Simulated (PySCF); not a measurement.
**Germanium: a sound run and one with changed settings**

Sound run: Ge⁺ [Ar] 3d10 4s2 4p1, Ge²⁺ [Ar] 3d10 4s2. Computed with PySCF 2.14 in aug-cc-pVDZ-DK, with the spin-free X2C one-electron Hamiltonian (Gaussian nucleus). In the sound run the correlated levels freeze [Ar] 3d10. The sound run starts from symmetry-adapted Hartree-Fock orbitals and uses a fine grid where one is needed.

Changed run: initial guess 1e, at most 50 SCF cycles.

```csv
species,method,sound run (hartree),changed run (hartree),converged
Ge⁺,UHF,-2096.68721,-2096.68721,yes
Ge⁺,M06-L,-2098.26642,-2098.26642,yes
Ge⁺,CCSD(T),-2096.73388,-2096.73388,yes
Ge²⁺,M06-2X,-2097.84775,-2097.84775,yes
Ge²⁺,MP2,-2096.15317,-2096.15317,yes
```

Here the plain start reaches the same solutions.
